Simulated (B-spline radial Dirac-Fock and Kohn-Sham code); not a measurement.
## Pt⁷⁺: non-radiative channels of the 3d3/2 vacancy

System: Pt⁷⁺ in the configuration [Xe] 4f14 5d3.

Calculated with an atomic code on a B-spline grid, using one-electron (LDA, Dirac) transition rates at Dirac-Fock energies. Kinetic energies are configuration averages from the vacuum level; the two-hole energies are estimated from single-hole states.

| transition | kinetic energy (eV) | width (meV) | share (%) |
| --- | --- | --- | --- |
| M4-N2N3 | 909.0 | 11.6 | 0.6 |
| M4-N1N4 | 983.5 | 84.2 | 4.0 |
| M4-N1N5 | 1000.6 | 10.2 | 0.5 |
| M4-N2N4 | 1103.0 | 74.5 | 3.6 |
| M4-N3N4 | 1190.7 | 152 | 7.3 |
| M4-N1N6 | 1245.1 | 36.0 | 1.7 |
| M4-N1N7 | 1248.6 | 9.96 | 0.5 |
| M4-N2N6 | 1362.4 | 23.2 | 1.1 |
| M4-N2N7 | 1364.4 | 11.4 | 0.5 |
| M4-N4N4 | 1381.2 | 136 | 6.5 |
| M4-N4N5 | 1397.8 | 272 | 13.1 |
| M4-N3N6 | 1452.8 | 8.99 | 0.4 |
| M4-N4O1 | 1623.9 | 15.9 | 0.8 |
| M4-N4N6 | 1646.0 | 145 | 7.0 |
| M4-N4N7 | 1646.7 | 177 | 8.5 |
| M4-N5N6 | 1660.5 | 161 | 7.7 |
| M4-N4O2 | 1666.7 | 14.0 | 0.7 |
| M4-N4O3 | 1684.1 | 27.8 | 1.3 |
| M4-N4O4 | 1741.5 | 9.93 | 0.5 |
| M4-N4O5 | 1743.6 | 11.4 | 0.5 |
| M4-N5O4 | 1758.2 | 8.36 | 0.4 |
| M4-N6N6 | 1906.5 | 149 | 7.1 |
| M4-N6N7 | 1909.1 | 431 | 20.7 |
| M4-N7N7 | 1913.1 | 9.05 | 0.4 |

The listed channels hold 95 % of the non-radiative rate. Summed by principal shells, of 2.08 eV in all: MNN 93.2 %, MNO 6.7 %.
